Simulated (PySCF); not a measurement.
Species: C8H10OSi.
Atom-mapped SMILES: `[CH:1]1=[CH:2][C@H:3]([c:4]2[cH:5][cH:6][cH:7][o:8]2)[SiH2:9][CH2:10]1` (hydrogens: H11 on C1; H12 on C2; H13 on C3; H14 on C5; H15 on C6; H16 on C7; H17, H18 on Si9; H19, H20 on C10)

Structure used (PBE0-D3(BJ)/def2-SVP), in Å, numbered top down from 1:
```xyz
20
C8H10OSi angstrom
C     -2.3892   -0.1420   -0.6656
C     -1.3525    0.7068   -0.6346
C     -0.4051    0.6890    0.5403
C      0.9816    0.3327    0.1481
C      1.5107   -0.3307   -0.9243
C      2.9205   -0.4158   -0.6862
C      3.1359    0.1987    0.5087
O      1.9676    0.6555    1.0168
Si    -1.2393   -0.6033    1.6959
C     -2.6078   -1.1005    0.4750
H     -3.0792   -0.1457   -1.5172
H     -1.1590    1.4028   -1.4583
H     -0.3779    1.6754    1.0369
H      0.9523   -0.7120   -1.7759
H      3.6734   -0.8735   -1.3241
H      4.0250    0.3912    1.1030
H     -1.7836    0.0224    2.9399
H     -0.3165   -1.7132    2.0746
H     -3.6178   -0.9948    0.9058
H     -2.5285   -2.1488    0.1384
```

The closed-shell ground state was solved at several levels (PySCF, density fitting, gas phase, non-relativistic).

| level | basis functions | HOMO (eV) | LUMO (eV) | gap (eV) | dipole (D) |
| --- | --- | --- | --- | --- | --- |
| CAM-B3LYP/def2-SVPD | 287 | -7.37 | 1.14 | 8.51 | 1.06 |
| wB97X-D/pcSseg-1 | 227 | -7.91 | 1.98 | 9.89 | 0.98 |

Question: What might PBE0/pcSseg-1 (227 basis functions) give for the same quantities?

Answer: HOMO -6.13 eV, LUMO 0.18 eV, gap 6.31 eV, dipole 0.99 D.

Question: Over all these levels, which gives the widest orbital gap and which the narrowest?

Answer: wB97X-D/pcSseg-1 (range-separated hybrid) has the widest, 9.89 eV, and PBE0/pcSseg-1 (global hybrid, 25 % exact exchange) the narrowest, 6.31 eV. The two share the basis. From the narrowest to the widest the HOMO moves by -1.78 eV and the LUMO by +1.80 eV.

Question: How far do the dipole and the HOMO energy spread over the levels?

Answer: The dipole runs from 0.98 to 1.06 D (mean 1.01 D) and the HOMO from -7.91 to -6.13 eV.

One conformer stands for the species.
